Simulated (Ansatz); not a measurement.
Isolated molecules relaxed with PBE0-D4/def2-TZVP in Ansatz; ΔE leaves out vibrations. CCSD(T)/CBS adds triple-zeta CCSD(T) − MP2 to the extrapolated MP2 energy (def2 sets, frozen cores). This one scheme is used for every species, atoms too. DFT in def2-TZVPP. B3LYP here is the variant with VWN-RPA as its local correlation; programs differ in this. No spin–orbit coupling; open shells (•) take unrestricted orbitals. Spin–orbit coupling would lower the free atoms: a little for C, F; strongly for Sn. def2 core potentials past Kr. For Sn outer-core shells are correlated without core-valence functions, so the limit isn't a true one: a few kJ/mol of doubt a bond, and 10 to 20 or more in all where bonds break to atoms. Each species was taken in one conformer, which may not be the lowest.

Reaction (atomization): `FC[NH][SnH3]` → C• + F• + 6 H• + N• + Sn•

```csv
level,ΔE (eV),difference from CCSD(T)/CBS
PBE-D4,32.84,0.39
PBE0-D4,32.12,-0.33
ωB97X-V,32.58,0.13
B2PLYP,31.86,-0.59
B3LYP,32.00,-0.45
MP2/def2-TZVPP,31.59,-0.86
SCS-MP2/def2-TZVPP,31.69,-0.76
HF/def2-QZVPP,22.16,-10.29
HF/CBS(def2),22.17,-10.28
MP2/CBS(def2),32.52,0.07
CCSD(T)/CBS,32.45,0
```

Largest T1 diagnostic among the species: 0.013.

From PBE to PBE0 (25 % exact exchange), in def2-TZVPP and without D4, ΔE moves by −0.69 eV: exact exchange takes away binding that semilocal exchange gives to molecules. In def2-TZVPP, CCSD(T) changes the Hartree–Fock value by +9.42 eV (the triples alone add +0.51 eV) and MP2 by +9.49 eV; breaking electron pairs costs correlation energy, which Hartree–Fock lacks. The D4 term adds +0.30 eV with B3LYP and +0.15 eV with PBE0; it sums over pairs of atoms, weighted by their polarisabilities, and B3LYP, whose exchange is more repulsive, gets the larger term.

For atomizations the MP2-based limit and the directly extrapolated one differ by several kJ/mol either way, and by 10 to 25 for some Ge, Se and Sn compounds, so smaller differences from it don't rank the levels.
